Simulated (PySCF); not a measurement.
Species: C5H10OSi.
Bonds: C1–C2 (double), C2–C3, C3–C4, C4–C5 (double), C4–O6, O6–Si7. Hydrogens: H8, H9 on C1; H10 on C2; H11, H12 on C3; H13, H14 on C5; H15, H16, H17 on Si7.

The geometry is computed with GFN2-xTB (gas phase).

Question: List the bond lengths, angles and torsions at this level.

Answer: 
```json
{"bond": "C1=C2", "length (Å)": "1.320"}
{"bond": "C2–C3", "length (Å)": "1.499"}
{"bond": "C3–C4", "length (Å)": "1.508"}
{"bond": "C4=C5", "length (Å)": "1.327"}
{"bond": "C4–O6", "length (Å)": "1.348"}
{"bond": "O6–Si7", "length (Å)": "1.619"}
{"bond": "C1–H8", "length (Å)": "1.078"}
{"bond": "C1–H9", "length (Å)": "1.077"}
{"bond": "C2–H10", "length (Å)": "1.082"}
{"bond": "C3–H11, C3–H12", "length (Å)": "1.092"}
{"bond": "C5–H13", "length (Å)": "1.074"}
{"bond": "C5–H14", "length (Å)": "1.075"}
{"bond": "Si7–H15", "length (Å)": "1.466"}
{"bond": "Si7–H16, Si7–H17", "length (Å)": "1.459"}
```

Bonds in one row agree within 0.01 Å and their mean is given. A selection of angles:
```json
{"angle": "C2–C1–H8", "degrees": "121.9"}
{"angle": "C2–C1–H9", "degrees": "121.9"}
{"angle": "H8–C1–H9", "degrees": "116.2"}
{"angle": "C1–C2–C3", "degrees": "124.7"}
{"angle": "C1–C2–H10", "degrees": "120.6"}
{"angle": "C3–C2–H10", "degrees": "114.7"}
{"angle": "C2–C3–C4", "degrees": "109.9"}
{"angle": "C2–C3–H11", "degrees": "110.2"}
{"angle": "C4–C3–H11", "degrees": "109.3"}
{"angle": "H11–C3–H12", "degrees": "109.2"}
{"angle": "C3–C4–C5", "degrees": "123.2"}
{"angle": "C3–C4–O6", "degrees": "117.1"}
{"angle": "C5–C4–O6", "degrees": "119.7"}
{"angle": "C4–C5–H13", "degrees": "121.4"}
{"angle": "C4–C5–H14", "degrees": "121.0"}
{"angle": "H13–C5–H14", "degrees": "117.6"}
{"angle": "C4–O6–Si7", "degrees": "138.3"}
{"angle": "O6–Si7–H15", "degrees": "112.2"}
{"angle": "O6–Si7–H16", "degrees": "99.0"}
{"angle": "H15–Si7–H16", "degrees": "111.7"}
{"angle": "H15–Si7–H17", "degrees": "109.0"}
{"angle": "H16–Si7–H17", "degrees": "113.8"}
```

Torsions: C1–C2–C3–C4 -118° (anticlinal); C2–C3–C4–C5 -100° (anticlinal); C3–C4–O6–Si7 -14° (synperiplanar). The mirror-image conformer, all signs reversed, is as good.

Of the pairs four or more bonds apart, Si7···H11 is among the closest relative to their van der Waals radii: 3.04 Å, 92 % of the sum of Bondi's values. Si7 (oxygen-bound silicon) is distorted tetrahedral (angles from 99.0° to 113.8°). The 4 C–C bonds span 1.320 Å (C1=C2, drawn double) to 1.508 Å (C3–C4, drawn single), a spread of 0.188 Å.

Point group: C1 (no symmetry element, even within 0.4 Å). GFN2-xTB frequencies: not computed here. One conformer, not necessarily the lowest.
